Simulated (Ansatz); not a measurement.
Gas-phase electronic energies from Ansatz, PBE0-D4/def2-TZVP geometries. CCSD(T)/CBS is the MP2 limit (def2-TZVPP, def2-QZVPP) plus CCSD(T) − MP2 in def2-TZVPP, frozen cores. Functionals use def2-TZVPP. One conformer a species, not always the lowest.

Reaction (redistribution): `O[SiH2]S[SiH3]` + `C=[C](Cl)[AlH][F]` → `O[SiH2][AlH][F]` + `C=C(Cl)S[SiH3]`

CCSD(T)/CBS gives +148.1 kJ/mol.

Problem. Another level gave +127.3 kJ/mol. Which?
A. MP2/def2-TZVPP
B. CCSD(T)/def2-TZVPP
C. PBE-D4/def2-TZVPP
D. HF/def2-TZVPP

Solution. C. PBE-D4 127.3, CCSD(T)/def2-TZVPP 147.6, HF/def2-TZVPP 163.0, MP2/def2-TZVPP 154.2 kJ/mol.

Largest T1 diagnostic among the species: 0.013.

In def2-TZVPP, CCSD(T) changes the Hartree–Fock value by −15.4 kJ/mol (the triples alone add −2.3 kJ/mol) and MP2 by −8.7 kJ/mol. From PBE to PBE0 (25 % exact exchange), in def2-TZVPP and without D4, ΔE moves by +9.3 kJ/mol.
